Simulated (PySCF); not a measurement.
## Shapes and spin states of RuH3

Method: PySCF, PBE0, basis Ru x2c-TZVPall, H x2c-TZVPall (spin-free X2C, no spin–orbit coupling, density fitting).

Relaxations began from a few typed shapes and spin states; open shells are unrestricted. The search is not exhaustive: other isomers or separated fragments can lie lower, and high-lying points may rest on an excited occupation.

```
                                spin  group                                         bonds                                               angles  imaginary modes (cm⁻¹)  ΔE (kJ/mol)  ΔE with ZPE (kJ/mol)
                             doublet    C3v                             Ru–H 1.562 Å (×3)                                   H–Ru–H 100.6° (×3)                    none          0.0                   0.0
                             quartet     Cs  H–H 0.828 Å, Ru–H 1.640 Å, Ru–H 1.822 Å (×2)  H–H–Ru 76.9° (×2), H–Ru–H 26.3°, H–Ru–H 166.8° (×2)                    none         18.8                  20.4
                             quartet    C2v               Ru–H 1.546 Å, Ru–H 1.656 Å (×2)                     H–Ru–H 66.7° (×2), H–Ru–H 133.3°                    none         64.1                  58.1
                             quartet    C2v               Ru–H 1.560 Å, Ru–H 1.679 Å (×2)                    H–Ru–H 106.3° (×2), H–Ru–H 147.3°                    none         92.9                  83.2
broken-symmetry Ms = 1/2 (⟨S²⟩ 1.77)    C2v               Ru–H 1.565 Å, Ru–H 1.634 Å (×2)                     H–Ru–H 68.8° (×2), H–Ru–H 137.6°                    none        123.2                 116.7
                              sextet    D3h                             Ru–H 1.703 Å (×3)                                   H–Ru–H 120.0° (×3)                    none        211.9                 201.4
                              sextet    C2v               Ru–H 1.661 Å (×2), Ru–H 1.732 Å                     H–Ru–H 68.2° (×2), H–Ru–H 136.4°                    244i        278.6                     –
```

The lowest minimum found is the doublet C3v: Ru–H 1.562 Å (×3); H–Ru–H 100.6° (×3).

Formally Ru is in oxidation state +3, d5, with 1 unpaired electron (the high-spin count would be 5). The Mulliken spin on Ru is 1.15. The polar-tensor charge on Ru, 0.71, is far below the formal one.

For the lowest minimum: open d and f shells are described by one determinant, and the ground state may have another occupation or spin.
